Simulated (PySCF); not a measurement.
PySCF job for C2H4BClO2Si, SMILES OB(O)C#C[SiH2]Cl, PBE0/pcSseg-1. Geometry: PBE0-D3(BJ)/def2-SVP. The structure was generated by enumeration, and PubChem lists no compound with its InChIKey, so it may never have been made. One conformer was computed; it need not be the lowest.

```python
import numpy as np
from pyscf import gto, scf, dft
from pyscf.prop.nmr import rks as nmr

mol = gto.M(
    atom='''
    Si    0.90457142   -1.81256740   -0.00000000
    Cl   -0.83820877   -2.92203678   -0.00000000
    C     0.49548206   -0.03176020    0.00000001
    C     0.21899730    1.16100771    0.00000000
    B    -0.14548802    2.67103897    0.00000000
    O     0.81516442    3.62500768   -0.00000000
    O    -1.43683593    3.07591312   -0.00000000
    H     1.67655047   -2.14396896   -1.22571998
    H     1.67655047   -2.14396896    1.22571998
    H     1.70360459    3.25878198    0.00000000
    H    -2.05722025    2.34167845   -0.00000000
    ''',
    basis='pcSseg-1',
    charge=0,
    spin=0,
    max_memory=1600,
    verbose=3,
)
mf = dft.RKS(mol, xc='pbe0')
mf.grids.level = 3
mf.conv_tol = 1e-10
mf.max_cycle = 100
mf.kernel()
n = nmr.NMR(mf)
n.verbose = 2
n.max_cycle_cphf = 60
sigma = n.kernel()
print('atom   isotropic/ppm   span/ppm')
for i, s in enumerate(sigma):
    w = np.linalg.eigvalsh((s + s.T) / 2)
    print(f'{mol.atom_symbol(i):2s}{i + 1:3d} {w.mean():14.3f} {w[2] - w[0]:11.3f}')
```

Program output:

```
converged SCF energy = -1003.11092735298
atom   isotropic/ppm   span/ppm
Si  1        394.191      79.059
Cl  2        978.437     132.029
C   3         79.596     266.926
C   4         65.131     293.330
B   5         80.633      39.497
O   6        196.088     214.299
O   7        193.926     219.373
H   8         26.134       9.207
H   9         26.134       9.207
H  10         27.193      12.882
H  11         26.994      12.763
```

The calculation finished and met its thresholds.
